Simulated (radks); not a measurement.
Ionisation ladder of oxygen, from O to O7+. Each ion is in the ground configuration listed by NIST, and IE = E(next ion) - E(this ion), with E = 0 for the bare nucleus. All-electron calculation, scalar-relativistic Kohn-Sham, exchange-only LDA, spin-polarised, spherical densities, point nucleus; open shells are filled with parallel spins first. Program: a radial shooting solver on a logarithmic mesh with Libxc functionals.

species  configuration  E (hartree)  IE, Delta-SCF (eV)  -e(HOMO) (eV)     HOMO  <r> HOMO (bohr)  IE, NIST (eV)       kind  error (eV)
O         [He] 2s2 2p4    -74.04742              11.859          5.699  2p down             1.38         13.618       exp.      -1.759
O+        [He] 2s2 2p3    -73.61161              34.383         25.343    2p up             1.09         35.121       exp.      -0.738
O2+       [He] 2s2 2p2    -72.34807              54.202         43.882    2p up            0.990         54.936  semi-emp.      -0.733
O3+       [He] 2s2 2p1    -70.35617              76.120         64.885    2p up            0.914         77.414       exp.      -1.293
O4+           [He] 2s2    -67.55880              110.02         100.54       2s            0.936         113.90       exp.        -3.9
O5+           [He] 2s1    -63.51571              136.86         126.61    2s up            0.894         138.12  semi-emp.        -1.3
O6+               [He]    -58.48613              729.63         685.05       1s            0.198         739.33     theory        -9.7
O7+                1s1    -31.67278              861.86         813.57    1s up            0.189         871.41     theory        -9.5

Reference values: NIST Atomic Spectra Database (exp. = measured, semi-emp. = semi-empirical, theory = theoretical value adopted there). The ionisation energy per charge of the ion left behind rises most, in proportion, at O6+ ([He]), from 22.810 to 104.23 eV. Against the entries that are not theoretical the mean signed error is -3.7 % and the largest -12.9 %. Open shells are spherical and high-spin; term and fine-structure splittings are not resolved.
